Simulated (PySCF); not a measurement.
Be(Br)(OSiH3) (BeBrH3OSi), SMILES [SiH3][O][Be][Br]. Heavy atoms are numbered as in [Be:1]([Br:2])[O:3][SiH3:4]. Hydrogens are named by the atom that carries them.

The structure is a stationary point at B3LYP-D3(BJ)/def2-SVP. One conformer was computed; it need not be the lowest.

Calculation: PySCF with PBE0/pcSseg-1.

GIAO shieldings, no solvent; atoms alike by connectivity are averaged. δ = σ(ref) − σ: ¹⁷O against H2O (σ = 334.2 ppm); ²⁹Si against TMS (σ = 352.7 ppm); ¹H against TMS (σ = 31.56 ppm), references at their B3LYP-D3(BJ)/def2-TZVP geometries, non-relativistic (without spin–orbit terms, shifts of atoms bonded to Cl or Br come out too high).

```
nucleus       atoms  count  δ (ppm)
-------  ----------  -----  -------
¹⁷O              O3      1     37.6
²⁹Si     Si4 (SiH3)      1    -36.3
¹H         H on Si4      3     5.35
```
